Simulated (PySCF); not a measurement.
A PySCF script (with the pyscf-properties extension) for the NMR shieldings of `B(C/C(=C/C=C)CCl)(F)F`, C₆H₈BClF₂, on a GFN2-xTB geometry:

```python
import basis_set_exchange as bse
import numpy as np
from pyscf import gto, dft
from pyscf.prop import nmr

atoms = """
C    -3.174144    1.103785    0.088947
C    -2.162096    0.240810    0.111818
C    -0.827021    0.590541   -0.313112
C     0.259958   -0.190007   -0.301290
C     0.287236   -1.596859    0.208950
Cl    1.689688   -1.752706    1.325885
C     1.613691    0.278997   -0.745809
B     2.683940    0.143827    0.447434
F     2.609439    0.933967    1.518000
F     3.910159   -0.325365    0.215880
H    -4.163220    0.829481    0.412172
H    -3.043791    2.117393   -0.252152
H    -2.335763   -0.767891    0.459307
H    -0.721175    1.598843   -0.691407
H     0.459064   -2.312814   -0.596865
H    -0.598233   -1.873712    0.774557
H     1.946126   -0.326257   -1.593249
H     1.557383    1.314282   -1.080723
"""
names = dict.fromkeys(["C", "Cl", "B", "F", "H"], "pcSseg-1")
basis = {el: gto.basis.parse(bse.get_basis(n, elements=[el], fmt="nwchem")) for el, n in names.items()}
mol = gto.M(atom=atoms, basis=basis, charge=0, verbose=0)
mf = dft.RKS(mol, xc="PBE0")
mf.grids.level = 2
mf.grids.alignment = dft.numint.BLKSIZE   # the property module wants whole blocks of grid points
mf.conv_tol = 1e-9
mf.kernel()

calc = nmr.RKS(mf)   # GIAO
C = mf.mo_coeff
Co = C[:, mf.mo_occ > 0]
resp = mf.gen_response(singlet=True, hermi=2)
def vind(x):   # induced exchange potential for any number of trial vectors
    d = np.einsum("pi,xij,qj->xpq", C, 2 * x.reshape(-1, C.shape[1], Co.shape[1]), Co, optimize=True)
    return np.einsum("xpq,pi,qj->xij", resp(d - d.transpose(0, 2, 1)), C, Co, optimize=True).ravel()
mo1, _ = nmr.rhf.solve_mo1(calc, with_cphf=vind)
sigma = calc.kernel(mo1)
for i, s in enumerate(sigma):   # ppm
    w = np.linalg.eigvalsh((s + s.T) / 2)
    print("%2d %-2s iso %8.1f  s11 %8.1f  s22 %8.1f  s33 %8.1f" % (i, mol.atom_pure_symbol(i), w.mean(), *w))
```

Question: What are the results?

Answer: 
```
 0 C  iso     59.8  s11    -48.2  s22     66.8  s33    160.8
 1 C  iso     48.7  s11    -69.5  s22     50.4  s33    165.2
 2 C  iso     49.4  s11    -41.8  s22     60.9  s33    129.1
 3 C  iso     42.4  s11    -53.1  s22     38.7  s33    141.7
 4 C  iso    131.2  s11     93.8  s22    135.6  s33    164.3
 5 Cl iso    772.8  s11    629.7  s22    791.2  s33    897.6
 6 C  iso    156.8  s11    145.3  s22    151.2  s33    173.8
 7 B  iso     79.4  s11     60.9  s22     85.5  s33     91.9
 8 F  iso    265.0  s11    143.5  s22    284.3  s33    367.2
 9 F  iso    264.3  s11    152.8  s22    291.5  s33    348.5
10 H  iso     26.2  s11     23.5  s22     25.2  s33     29.8
11 H  iso     26.1  s11     22.8  s22     25.3  s33     30.2
12 H  iso     25.0  s11     21.6  s22     22.6  s33     30.7
13 H  iso     25.4  s11     22.5  s22     23.2  s33     30.6
14 H  iso     27.3  s11     22.3  s22     25.9  s33     33.8
15 H  iso     26.8  s11     20.8  s22     26.1  s33     33.7
16 H  iso     29.9  s11     26.9  s22     27.7  s33     35.2
17 H  iso     30.1  s11     26.4  s22     28.7  s33     35.1
```

These numbers come from an equivalent density-fitted implementation of the same equations, which agrees with the script to about 0.01 ppm for H and up to a few tenths of a ppm for heavy atoms, so last digits may differ.

Size and cost of the density-fitted run: 217 basis functions, 46 s wall time on 1 thread of an Arm Neoverse V2, shared host; peak memory 0.96 GiB.
